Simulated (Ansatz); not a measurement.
`[NH2][Sc]([Cl])[O][SiH3]`. The species carries charge 0 and has multiplicity 1.

```xyz
10

N     2.250   -0.958    0.689
Sc    1.154   -0.154   -0.720
Cl    2.090    0.196   -2.816
O    -0.608    0.274   -0.230
Si   -2.151    0.669    0.126
H     3.216   -1.244    0.589
H     1.963   -1.162    1.638
H    -2.888    1.065   -1.105
H    -2.847   -0.492    0.744
H    -2.179    1.806    1.085
```

List the harmonic frequencies (cm⁻¹, unscaled) at PBE0-D4/def2-TZVP in Ansatz. (An estimate is asked.)

Ansatz gave: 12i, 42, 53, 107, 127, 155, 353, 364, 414, 524, 543, 676, 728, 731, 954, 956, 979, 1042, 1540, 2211, 2213, 2217, 3542, 3633.
